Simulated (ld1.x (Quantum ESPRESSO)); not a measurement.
**Before and after: TM semilocal potential for Zr (Z = 40)**

ld1.x (Quantum ESPRESSO) 7.5 input, shortened:

```
&input
   title='Zr', zed=40., rel=1, dft='PBE', iswitch=3,
   config='[Kr] 4d2 5s1.5 5p0'
 /
 &inputp
   pseudotype=1, tm=.true., lloc=2,
   nlcc=.false.
 /
3
5S  1  0   1.50   0.00  2.90  2.90  0.0
5P  2  1   0.00   0.00  4.05  4.05  0.0
4D  3  2   2.00   0.00  1.80  1.80  0.0
 &test
   configts(1)='4d2 5s1.5 5p0'
 /
```

Change: all radii scaled by about 1.08 (s 3.14, p 4.38, d 1.96 bohr).

Cutoffs: the cutoffs (Ry, on a coarse ladder) from which the occupation-weighted sum of valence levels, in a spherical-Bessel basis at the reference potential, stays within 10 and 1 mRy of its value at 400 Ry; they do not see the model core or the augmentation charge, which bear on the density cutoff. Errors are all-electron minus pseudo energies relative to the spin-unpolarised reference configuration.

Problem. Predict the effect on cutoff, ghosts and configuration errors.

Solution. The potential gets neither clearly harder nor softer (30 Ry and 40 Ry → 30 Ry and 35 Ry); of the 7 tests that both files solve, the error grows in 2 and shrinks in 0 by more than 15 % and 0.3 meV (median size 14.2 → 18.0 meV); neither file shows a bound ghost. A semilocal file is local in each channel, so a ghost entry of none says nothing of the separable form that plane-wave codes build from it.

```tsv
quantity	base	changed
cutoff, loose	30 Ry	30 Ry
cutoff, tight	40 Ry	35 Ry
bound ghosts	none	none
error for 4d2 5s2 5p0, meV [ΔE -2.88 eV]	+1.9	+1.9
error for 4d2 5s1 5p0, meV [ΔE 4.26 eV]	+4.4	+4.4
error for 4d2 5s0 5p0, meV [ΔE 17.20 eV]	+149	+149
error for 4d2 5s1 5p1, meV [ΔE 0.16 eV]	+1.2	+1.8
error for 4d2 5s0 5p2, meV [ΔE 3.33 eV]	+14	+18
error for 4d1 5s2 5p0, meV [ΔE 4.78 eV]	+43	+43
error for 4d2 5s0 5p1, meV [ΔE 7.97 eV]	+29	+33
```
